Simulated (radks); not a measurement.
Results of a calculation; reference values are marked as such.
All-electron atom: Ag VII in [Kr] 4d5.

Level of theory: Dirac Kohn-Sham, exchange-only PBE, spin-unpolarised, spherical densities, finite nucleus; open shells fill j = l - 1/2 first; Fermi nuclear charge, rms radius 4.5454 fm (a radial shooting solver on a logarithmic mesh with Libxc functionals).

Energy parts (Ry):
total: -10609.93130
kinetic: 11109.28283
electron-nucleus: -25443.61245
Hartree: 4011.98949
exchange: -287.59117

Orbitals (lengths in bohr, moments of r in powers of bohr):
| orbital | occ. | eigenvalue (Ry) | <r^4> |
|---|---|---|---|
| 1s1/2 | 2 | -1867.908 | 4.451e-06 |
| 2s1/2 | 2 | -281.1953 | 0.0007899 |
| 2p1/2 | 2 | -261.8395 | 0.0005145 |
| 2p3/2 | 4 | -248.9521 | 0.0005931 |
| 3s1/2 | 2 | -57.39879 | 0.03692 |
| 3p1/2 | 2 | -49.70392 | 0.03653 |
| 3p3/2 | 4 | -47.42522 | 0.04091 |
| 3d3/2 | 4 | -33.81264 | 0.03690 |
| 3d5/2 | 6 | -33.35298 | 0.03825 |
| 4s1/2 | 2 | -13.81860 | 1.162 |
| 4p1/2 | 2 | -11.31800 | 1.510 |
| 4p3/2 | 4 | -10.90580 | 1.677 |
| 4d3/2 | 4 | -6.94253 | 3.431 |
| 4d5/2 | 1 | -6.88144 | 3.539 |
| 5s1/2 | 0 | -5.00416 | 26.35 |
| 5p1/2 | 0 | -4.26951 | 37.54 |
| 5p3/2 | 0 | -4.18311 | 40.41 |

The highest occupied level is 4d5/2 at -93.627 eV. For comparison, the ionisation energy in NIST's Atomic Spectra Database is 106 eV (theoretical). In exact Kohn-Sham theory the highest level is minus the ionisation energy, but local and semilocal functionals leave it too shallow, through self-interaction and a potential that decays too fast; potentials with the right tail come closer. The electron density at the nucleus is 1.457e+05 e/bohr^3.

Beside tabulated values, note that spin-unpolarised runs miss the spin-polarisation part of the exchange energy of open shells.
